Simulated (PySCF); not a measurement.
**How methods differ on the excitation energy of Pt⁺**

Pt⁺ [Xe] 4f14 5d9 (2D) → Pt⁺ [Xe] 4f14 5d8 6s1 (4F), as a difference of total energies. Calculation: PySCF 2.14, in x2c-TZVPPall with one added diffuse shell each of s, p, d, f type (12s8p8d4f1g, 113 functions); the spin-free X2C one-electron Hamiltonian (Gaussian nucleus). Correlated levels: valence: [Xe] 4f14 frozen; valence and next inner shell: [Kr] 4d10 4f14 frozen. The calculations carry no spin-orbit coupling.

```tsv
method	excitation energy (eV)
UHF	0.295
LDA	0.879
PBE	0.731
PBE0	0.750
r2SCAN	0.452
MP2 (valence)	0.907
SCS-MP2 (valence)	1.061
MP2 (valence and next inner shell)	0.818
SCS-MP2 (valence and next inner shell)	0.908
```

Problem. How much does correlation contribute at MP2 (valence and next inner shell)?

Solution. 0.818 − (0.295) = 0.523 eV, measured against UHF.

A first-order spin-orbit estimate (lowest level to lowest level, LS coupling) adds -0.315 eV.
